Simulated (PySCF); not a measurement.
# Working out the ionisation energy of F+

F+ [He] 2s2 2p4 (3P) → F(2+) [He] 2s2 2p3 (4S). Computed with PySCF 2.14 in aug-cc-pCVTZ-DK, with the spin-free X2C one-electron Hamiltonian (Gaussian nucleus). Frozen: nothing. Energies in hartree (1 hartree = 27.21139 eV):

| part | F+ (lower) | F(2+) (upper) |
| --- | --- | --- |
| UHF | -98.918420 | -97.692200 |
| CCSD correlation | -0.220514 | -0.172386 |
| (T) | -0.002549 | -0.001437 |

Problem. What does Hartree-Fock give?

Solution. (-97.692200) − (-98.918420) = 1.226220 hartree = 33.367 eV.

Problem. What do CCSD and CCSD(T) give?

Solution. The CCSD correlation energies differ by 0.048128 hartree = 1.310 eV and the triples by 0.001112 hartree = 0.030 eV, so CCSD gives 34.677 eV and CCSD(T) 34.707 eV.

Measured between the centres of the two terms (NIST): 34.950 eV, so CCSD(T) (valence and next inner shell) is off by -0.243 eV.

What remains against the reference includes basis incompleteness and higher excitations.
